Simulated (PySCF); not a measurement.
Isomers of C9H13P, mass 152.075 u with the commonest isotopes. Method: PBE0/pcSseg-1 in PySCF (dipole) on a GFN2-xTB geometry, gas phase. One conformer each, none proved a minimum here; rigid rotors.

Problem. Order these by out-of-plane moment Σ m c² = (Ia + Ib − Ic)/2, smallest first.
A. `[CH2:1]=[CH:2][c:3]1[c:4]([CH3:5])[c:6]([CH3:7])[cH:8][p:9]1[CH3:10]` with C1–C2–C3–C4 -167°
B. `[CH:1]#[C:2][CH2:3][P:4]1[CH2:5][CH2:6][CH:7]=[C:8]1[CH2:9][CH3:10]` with C2–C3–P4–C5 168°, C7–C8–C9–C10 -5°, C3–P4–C5–C6 -81°, P4–C5–C6–C7 -18°, C5–C6–C7–C8 12°, C3–P4–C8–C7 88°
C. `[CH3:1][CH2:2][CH2:3][PH:4][c:5]1[cH:6][cH:7][cH:8][cH:9][cH:10]1` with C1–C2–C3–P4 -178°, C2–C3–P4–C5 -166°, C3–P4–C5–C6 -80°
D. `[CH3:1][c:2]1[cH:3][p:4]([CH:5]2[CH2:6][CH2:7]2)[cH:8][c:9]1[CH3:10]` with C3–P4–C5–C6 100°
E. `Cc1cpc(C)c(C)c1C`
F. `[CH3:1][c:2]1[cH:3][c:4]([CH:5]([CH3:6])[CH3:7])[cH:8][cH:9][p:10]1` with C3–C4–C5–C6 -117°

Solution. E (6.80 u·Å²), A (37.70 u·Å²), D (49.80 u·Å²), F (55.63 u·Å²), B (62.17 u·Å²), C (84.47 u·Å²).

Problem. Order these by rotational constant B, largest first.
A. `[CH3:1][c:2]1[cH:3][p:4]([CH:5]2[CH2:6][CH2:7]2)[cH:8][c:9]1[CH3:10]` with C3–P4–C5–C6 100°
B. `[CH3:1][CH2:2][CH2:3][PH:4][c:5]1[cH:6][cH:7][cH:8][cH:9][cH:10]1` with C1–C2–C3–P4 -178°, C2–C3–P4–C5 -166°, C3–P4–C5–C6 -80°
C. `[CH3:1][c:2]1[cH:3][c:4]([CH:5]([CH3:6])[CH3:7])[cH:8][cH:9][p:10]1` with C3–C4–C5–C6 -117°
D. `CC1=C(C)C(C)=C(C)P=C1`
E. `[CH:1]#[C:2][CH2:3][P:4]1[CH2:5][CH2:6][CH:7]=[C:8]1[CH2:9][CH3:10]` with C2–C3–P4–C5 168°, C7–C8–C9–C10 -5°, C3–P4–C5–C6 -81°, P4–C5–C6–C7 -18°, C5–C6–C7–C8 12°, C3–P4–C8–C7 88°
F. `[CH2:1]=[CH:2][c:3]1[c:4]([CH3:5])[c:6]([CH3:7])[cH:8][p:9]1[CH3:10]` with C1–C2–C3–C4 -167°

Solution. D (1118 MHz), E (1094 MHz), F (1026 MHz), C (720.2 MHz), A (697.6 MHz), B (511.8 MHz).

Problem. Order these by dipole moment, largest first.
A. `[CH:1]#[C:2][CH2:3][P:4]1[CH2:5][CH2:6][CH:7]=[C:8]1[CH2:9][CH3:10]` with C2–C3–P4–C5 168°, C7–C8–C9–C10 -5°, C3–P4–C5–C6 -81°, P4–C5–C6–C7 -18°, C5–C6–C7–C8 12°, C3–P4–C8–C7 88°
B. `[CH3:1][c:2]1[cH:3][c:4]([CH:5]([CH3:6])[CH3:7])[cH:8][cH:9][p:10]1` with C3–C4–C5–C6 -117°
C. `Cc1cpc(C)c(C)c1C`
D. `[CH3:1][CH2:2][CH2:3][PH:4][c:5]1[cH:6][cH:7][cH:8][cH:9][cH:10]1` with C1–C2–C3–P4 -178°, C2–C3–P4–C5 -166°, C3–P4–C5–C6 -80°

Solution. C (2.56 D), B (2.16 D), A (1.64 D), D (1.37 D).

```
           SMILES  point group  Ia (u·Å²)  Ib (u·Å²)  Ic (u·Å²)      κ  μa (D)  μb (D)  μc (D)
 Cc1cpc(C)c(C)c1C           C1     328.14     451.92     766.45   0.04    1.34    2.18    0.02
   C#CCP1CCC=C1CC           C1     403.50     462.08     741.25   0.44    1.19    0.03    1.12
C=Cc1c(C)c(C)cp1C           C1     310.74     492.71     728.05  -0.29    1.17    0.45    1.22
 Cc1cc(C(C)C)ccp1            –     240.31     701.70     830.75  -0.85    1.89    1.05    0.00
 Cc1cp(C2CC2)cc1C           Cs     206.19     724.48     831.07  -0.90    0.75    0.00    1.38
     CCCPc1ccccc1           C1     192.54     987.38    1010.98  -0.99    0.04    0.73    1.15
```
